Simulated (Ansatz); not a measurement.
Sn₂Te₃. Charge 0, multiplicity 1. Geometry PBE0-D4/def2-SVP; atoms count from 1.

Cartesian coordinates in Å:
```
Sn 1.818 -0.235 -0.053
Sn -1.600 0.889 -0.104
Te -0.418 -1.193 1.707
Te -0.574 -1.791 -0.988
Te 0.774 2.330 -0.562
```

In the def2 sets Sn, Te take a core potential; there is no spin–orbit coupling. The structure comes from a short search, and lower isomers may exist.

(1) Estimate the Mulliken populations from the PBE0/def2-TZVP orbitals of Ansatz.

(2) And the Mayer bond orders between bonded heavy atoms (over 0.3)?

## Answers

(1) 
| atom | charge (e) |
| --- | --- |
| Sn1 | 0.37 |
| Sn2 | 0.37 |
| Te3 | -0.15 |
| Te4 | -0.15 |
| Te5 | -0.43 |
Mulliken values and Mayer orders depend strongly on the basis.

(2) Sn1–Te3 0.65 (3.00 Å); Sn1–Te4 0.65 (3.00 Å); Sn1–Te5 1.04 (2.81 Å); Sn2–Te3 0.65 (3.00 Å); Sn2–Te4 0.65 (3.00 Å); Sn2–Te5 1.04 (2.81 Å); Te3–Te4 1.09 (2.77 Å).
